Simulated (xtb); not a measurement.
Si(F)(OH)(NH2)2 (FH₅N₂OSi), SMILES N[Si](N)(O)F. All values are semi-empirical tight-binding results from xtb (GFN2-xTB unless named), good for trends rather than for accurate numbers. Coordinates come from a GFN2-xTB optimisation. This is a generated structure with no PubChem entry under its InChIKey; it may be hypothetical. The values are those of a single conformer.

Optimised geometry:

```xyz
10

N     -1.2008     1.2173     0.0703
Si     0.0029    -0.0077     0.0264
N      1.6014     0.4812     0.4189
O     -0.4725    -1.2796     0.9152
F      0.0781    -0.4529    -1.5203
H     -1.1013     1.9837    -0.5739
H     -1.5053     1.5611     0.9650
H      2.3550    -0.0955     0.0813
H      1.7968     0.7754     1.3608
H     -1.3123    -1.6932     0.7332
```

Q: Estimate the properties. (An estimate is asked for; the answer gives what the named calculation found.)

A: 
* **orbital gap**: 7.83 eV
* **dipole moment**: 2.52 D
* **zero-point energy**: 42.5 kcal/mol
* **G − E(el) at 298.15 K (modified RRHO)**: 23.1 kcal/mol
* **static polarisability (D4 model)**: 61.7 bohr³
* **solvation energy, GFN2-xTB/ALPB(water)**: -9.7 kcal/mol
* **solvation energy, GFN2-xTB/ALPB(thf)**: -10.1 kcal/mol

Computed atomic charges and the Wiberg bond orders between heavy atoms:
charges (e) N1 -0.41, Si2 0.64, N3 -0.40, O4 -0.48, F5 -0.30, H6 0.16, H7 0.15, H8 0.17, H9 0.16, H10 0.31. Bond orders N1–Si2 1.10, Si2–N3 1.10, Si2–O4 1.14, Si2–F5 1.01.
